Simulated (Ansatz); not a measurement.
`[SiH3]NCBCl` + `[OH][Sc]([F])[Cl]` → `[F][Sc]([Cl])[O][SiH3]` + `NCBCl`  (ligand exchange at the Si–N bond)

Calculated with Ansatz (gas phase, PBE0-D4/def2-TZVP geometries, no zero-point term in ΔE). CCSD(T)/CBS adds triple-zeta CCSD(T) − MP2 to the extrapolated MP2 energy (def2 sets, frozen cores). Functionals use def2-TZVPP. For Sc outer-core shells are correlated without core-valence functions, which leaves a few kJ/mol of doubt a bond. Scalar relativity is left out up to krypton. One conformer a species, not always the lowest.

`[SiH3]NCBCl`:

```xyz
12

Si   -0.375    0.661    1.590
N     0.387   -0.597    0.692
C     0.693   -0.443   -0.720
B    -0.546   -0.256   -1.648
Cl   -0.302    0.321   -3.281
H    -1.573    1.098    0.826
H    -0.752    0.116    2.919
H     0.468    1.877    1.807
H     1.072   -1.145    1.189
H     1.115   -1.388   -1.105
H     1.471    0.306   -0.934
H    -1.657   -0.549   -1.335
```

`[OH][Sc]([F])[Cl]`:

Cartesian coordinates in Å:
```
O -0.045 1.044 0.823
Sc -0.002 -0.446 -0.252
F -0.381 -2.078 0.495
Cl 0.514 -0.295 -2.500
H -0.085 1.775 1.434
```

`[F][Sc]([Cl])[O][SiH3]`:

```xyz
8

F    -0.958    0.088   -3.084
Sc   -1.145   -0.625   -1.408
Cl   -2.720   -2.247   -0.960
O    -0.018    0.002   -0.064
Si    0.980    0.564    1.109
H     2.360    0.702    0.574
H     0.997   -0.378    2.258
H     0.503    1.893    1.574
```

`NCBCl`:

Z-matrix (Å, degrees):
```
C
B 1 1.549
N 1 1.444 2 117.7
H 1 1.100 2 106.9 3 124.8
H 1 1.112 2 102.2 3 -126.9
Cl 2 1.749 1 121.6 3 11.9
H 2 1.193 1 121.4 3 -171.1
H 3 1.011 1 111.5 2 -38.9
H 3 1.010 1 112.1 2 -160.6
```

```json
{"species": "`[SiH3]NCBCl`", "PBE0 energy (Eh)": "-871.29224"}
{"species": "`[OH][Sc]([F])[Cl]`", "PBE0 energy (Eh)": "-1396.39523"}
{"species": "`[F][Sc]([Cl])[O][SiH3]`", "PBE0 energy (Eh)": "-1687.01154"}
{"species": "`NCBCl`", "PBE0 energy (Eh)": "-580.70266"}
```

Question: Work out ΔE.

Answer: ΔE = (-1687.01154) + (-580.70266) − (-871.29224) − (-1396.39523) = -0.02673 Eh = -70.2 kJ/mol. CCSD(T)/CBS gives -74.3 kJ/mol.

Largest T1 diagnostic among the species: 0.016.

The D4 term adds +3.9 kJ/mol with B3LYP and +2.2 kJ/mol with PBE0; it sums over pairs of atoms, weighted by their polarisabilities, and B3LYP, whose exchange is more repulsive, gets the larger term. In def2-TZVPP, CCSD(T) changes the Hartree–Fock value by +12.2 kJ/mol (the triples alone add +1.3 kJ/mol) and MP2 by +13.3 kJ/mol.

B3LYP here is the variant with VWN-RPA as its local correlation; programs differ in this.
